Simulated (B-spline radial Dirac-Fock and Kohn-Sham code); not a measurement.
# Neutral neodymium: differential elastic cross section for electrons at 20 keV

The computed values come from an atomic code on a B-spline grid: relativistic (Dirac) partial waves in the static field of the Dirac-Fock atom with Furness-McCarthy exchange, without polarisation or absorption potentials.

Input of the calculation (task.json; shells as n, l, electrons):

```json
{"items": [{
  "Z": 60,
  "q": 0,
  "cfg": [[1, 0, 2], [2, 0, 2], [2, 1, 6], [3, 0, 2], [3, 1, 6], [3, 2, 10], [4, 0, 2], [4, 1, 6], [4, 2, 10], [4, 3, 4], [5, 0, 2], [5, 1, 6], [6, 0, 2]],
  "A": 142,
  "rrms": 4.9123,
  "do": "elastic",
  "energies": [[20000, 0]],
  "theta": [0, 1, 2, 3, 5, 7, 10, 15, 20, 25, 30, 40, 50, 60, 70, 80, 90, 100, 110, 120, 130, 140, 150, 160, 170, 180]
}]}
```

Run with: `python xray2_run.py task.json out`

| θ (°) | dσ/dΩ (a₀²/sr) | Sherman function |
| --- | --- | --- |
| 0 | 826 | 0.000 |
| 1 | 333 | 0.000 |
| 2 | 107 | 0.000 |
| 3 | 46.8 | 0.000 |
| 5 | 12.4 | 0.000 |
| 7 | 4.64 | 0.000 |
| 10 | 1.54 | 0.000 |
| 15 | 0.440 | 0.000 |
| 20 | 0.174 | 0.002 |
| 25 | 0.0831 | 0.006 |
| 30 | 0.0464 | 0.012 |
| 40 | 0.0190 | 0.024 |
| 50 | 0.00964 | 0.025 |
| 60 | 0.00565 | 0.007 |
| 70 | 0.00370 | -0.030 |
| 80 | 0.00264 | -0.077 |
| 90 | 0.00203 | -0.124 |
| 100 | 0.00165 | -0.161 |
| 110 | 0.00140 | -0.182 |
| 120 | 0.00124 | -0.186 |
| 130 | 0.00113 | -0.175 |
| 140 | 0.00105 | -0.152 |
| 150 | 0.00100 | -0.120 |
| 160 | 0.000972 | -0.083 |
| 170 | 0.000954 | -0.042 |
| 180 | 0.000948 | 0.000 |

The total elastic cross section is 2.25 a₀², the first transport cross section 0.0398 a₀² and the second, weighted with (3/2) sin²θ, 0.0798 a₀². The mean deflection is ⟨1 − cos θ⟩ = 0.0177, and 0.37 % of the collisions scatter beyond 90°.

Phase shifts modulo π (rad) for κ = −1 to −5: -1.549, 0.349, -0.407, -0.910, -1.267.
